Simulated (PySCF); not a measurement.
Vertical excitations of a molecule C6H17NSi from TDA-PBE0/def2-SVP (PySCF), as energy in eV (oscillator strength): 5.72 (0.007), 6.59 (0.001), 7.02 (0.011), 7.34 (0.037), 7.63 (0.056), 7.83 (0.009). Lowest triplet (TDA): 5.48 eV. Coordinates come from a B3LYP-D3(BJ)/def2-SVP optimisation. One conformer was computed; it need not be the lowest.

Problem. Pick the molecule that these values belong to.
A) CCC(C)(C)[Si@H](C)N
B) CN(C)[SiH2]C(C)(C)C
C) CCCC[SiH2]N(C)C
D) CC(C)N([SiH3])C(C)C

Solution. D, CC(C)N([SiH3])C(C)C
